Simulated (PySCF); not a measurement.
## Basis-set dependence of population analyses: `C=C(C=O)S[SiH3]`

C₃H₆OSSi.
Z-matrix (Å and degrees, PBE0-D3(BJ)/def2-SVP geometry), rows numbered from 1:
```
C 
C   1  1.3463
C   2  1.4740  1  117.90
O   3  1.2078  2  124.00  1   179.66
S   2  1.7564  1  122.93  3  -179.91
Si  5  2.1785  2  107.16  1  -179.76
H   1  1.0920  2  122.41  3  -179.97
H   1  1.0938  2  119.69  3    -0.00
H   3  1.1154  2  114.99  1    -0.13
H   6  1.4873  5  115.43  2    67.88
H   6  1.4873  5  115.35  2   -68.19
H   6  1.4998  5   95.41  2   179.86
```

PBE0 throughout (PySCF), one geometry, spherical d and f functions. Isolated species at its PBE0-D3(BJ)/def2-SVP geometry (one conformer only). The first 7 of 10 kinds of atom are listed.

Mulliken charges (e):

| basis | functions | C1 | C2 | C3 | O4 | S5 | Si6 | H7 |
| --- | --- | --- | --- | --- | --- | --- | --- | --- |
| STO-3G | 44 | -0.169 | -0.128 | +0.090 | -0.187 | +0.021 | +0.465 | +0.087 |
| 6-31G | 74 | -0.342 | -0.300 | +0.241 | -0.400 | -0.008 | +0.527 | +0.200 |
| pcSseg-0 | 74 | -0.331 | -0.503 | +0.313 | -0.461 | -0.077 | +0.427 | +0.257 |
| 6-31G* | 104 | -0.402 | -0.122 | +0.229 | -0.383 | -0.087 | +0.353 | +0.212 |
| cc-pVDZ | 122 | +0.043 | -0.289 | +0.263 | -0.208 | -0.106 | +0.252 | +0.067 |
| def2-SVP | 122 | -0.036 | -0.187 | +0.235 | -0.226 | -0.181 | +0.398 | +0.077 |
| aug-cc-pVDZ | 200 | +0.361 | +0.792 | +0.557 | -0.428 | -0.291 | -0.606 | -0.448 |
| 6-311+G(2d,p) | 214 | -0.556 | +0.799 | -0.015 | -0.346 | -0.397 | +0.242 | +0.154 |
| def2-TZVP | 234 | -0.285 | +0.093 | +0.120 | -0.273 | -0.164 | +0.153 | +0.155 |
| cc-pVTZ | 272 | -0.249 | -0.005 | +0.165 | -0.263 | -0.141 | +0.185 | +0.137 |
| IGLO-III | 288 | -0.269 | +0.086 | +0.195 | -0.374 | -0.242 | +0.782 | +0.125 |
| pcSseg-2 | 314 | -0.055 | -0.102 | +0.424 | -0.398 | -0.198 | +0.498 | +0.086 |

IAO charges (e):

| basis | functions | C1 | C2 | C3 | O4 | S5 | Si6 | H7 |
| --- | --- | --- | --- | --- | --- | --- | --- | --- |
| STO-3G | 44 | -0.261 | -0.189 | +0.074 | -0.188 | +0.011 | +0.530 | +0.138 |
| 6-31G | 74 | -0.276 | -0.138 | +0.209 | -0.351 | -0.096 | +0.400 | +0.178 |
| pcSseg-0 | 74 | -0.257 | -0.156 | +0.214 | -0.344 | -0.091 | +0.379 | +0.173 |
| 6-31G* | 104 | -0.270 | -0.150 | +0.254 | -0.368 | -0.100 | +0.529 | +0.171 |
| cc-pVDZ | 122 | -0.283 | -0.144 | +0.250 | -0.361 | -0.095 | +0.526 | +0.170 |
| def2-SVP | 122 | -0.272 | -0.147 | +0.251 | -0.362 | -0.092 | +0.542 | +0.166 |
| aug-cc-pVDZ | 200 | -0.293 | -0.140 | +0.255 | -0.377 | -0.100 | +0.530 | +0.174 |
| 6-311+G(2d,p) | 214 | -0.293 | -0.146 | +0.256 | -0.378 | -0.096 | +0.556 | +0.174 |
| def2-TZVP | 234 | -0.291 | -0.149 | +0.258 | -0.378 | -0.095 | +0.565 | +0.174 |
| cc-pVTZ | 272 | -0.292 | -0.146 | +0.257 | -0.376 | -0.098 | +0.552 | +0.174 |
| IGLO-III | 288 | -0.296 | -0.148 | +0.256 | -0.378 | -0.091 | +0.561 | +0.174 |
| pcSseg-2 | 314 | -0.289 | -0.150 | +0.257 | -0.378 | -0.095 | +0.560 | +0.175 |

Hirshfeld charges (e):

| basis | functions | C1 | C2 | C3 | O4 | S5 | Si6 | H7 |
| --- | --- | --- | --- | --- | --- | --- | --- | --- |
| STO-3G | 44 | -0.071 | -0.034 | +0.099 | -0.132 | -0.044 | +0.351 | +0.030 |
| 6-31G | 74 | -0.065 | -0.025 | +0.133 | -0.176 | -0.100 | +0.259 | +0.067 |
| pcSseg-0 | 74 | -0.067 | -0.032 | +0.125 | -0.163 | -0.083 | +0.276 | +0.061 |
| 6-31G* | 104 | -0.065 | -0.019 | +0.138 | -0.169 | -0.094 | +0.250 | +0.065 |
| cc-pVDZ | 122 | -0.073 | -0.026 | +0.129 | -0.151 | -0.062 | +0.255 | +0.060 |
| def2-SVP | 122 | -0.077 | -0.026 | +0.132 | -0.160 | -0.051 | +0.258 | +0.060 |
| aug-cc-pVDZ | 200 | -0.080 | -0.036 | +0.126 | -0.173 | -0.048 | +0.263 | +0.065 |
| 6-311+G(2d,p) | 214 | -0.075 | -0.040 | +0.126 | -0.175 | -0.049 | +0.266 | +0.064 |
| def2-TZVP | 234 | -0.076 | -0.033 | +0.128 | -0.170 | -0.051 | +0.258 | +0.064 |
| cc-pVTZ | 272 | -0.076 | -0.030 | +0.129 | -0.165 | -0.055 | +0.255 | +0.063 |
| IGLO-III | 288 | -0.083 | -0.036 | +0.123 | -0.174 | -0.032 | +0.256 | +0.062 |
| pcSseg-2 | 314 | -0.078 | -0.033 | +0.127 | -0.173 | -0.051 | +0.264 | +0.064 |

**Question.** Which scheme is steadiest as the basis changes?

**Answer.** Largest range over the bases for any column: Hirshfeld 0.10 e, IAO 0.19 e, Mulliken 1.39 e. Hirshfeld charges move least and Mulliken charges most, counted in e. Without the minimal STO-3G basis the ranges are Hirshfeld 0.07, IAO 0.19, Mulliken 1.39 e.

**Question.** How much do the charges still move between the two largest bases, IGLO-III and pcSseg-2?

**Answer.** At most, over all atoms: Mulliken 0.285 e, IAO 0.007 e, Hirshfeld 0.019 e.

**Question.** What do the same runs give for the total energy, the frontier levels and the dipole moment?

**Answer.** 
```tsv
basis	energy (Eh)	HOMO (eV)	LUMO (eV)	μ (D)
STO-3G	-870.1297	-3.61	1.11	0.94
6-31G	-880.1714	-6.78	-2.17	2.77
pcSseg-0	-879.0622	-7.01	-2.40	2.96
6-31G*	-880.2930	-6.77	-2.04	2.82
cc-pVDZ	-880.3496	-6.82	-2.12	2.74
def2-SVP	-879.9791	-6.86	-2.22	2.84
aug-cc-pVDZ	-880.3646	-6.94	-2.33	2.80
6-311+G(2d,p)	-880.4142	-6.95	-2.35	2.83
def2-TZVP	-880.4335	-6.95	-2.31	2.86
cc-pVTZ	-880.4334	-6.93	-2.27	2.84
IGLO-III	-880.4327	-6.91	-2.32	2.80
pcSseg-2	-880.4454	-6.97	-2.36	2.84
```

The dipole is fixed by the density alone, so its range of 2.02 D shows that the density itself changes with the basis, not only its division among atoms.
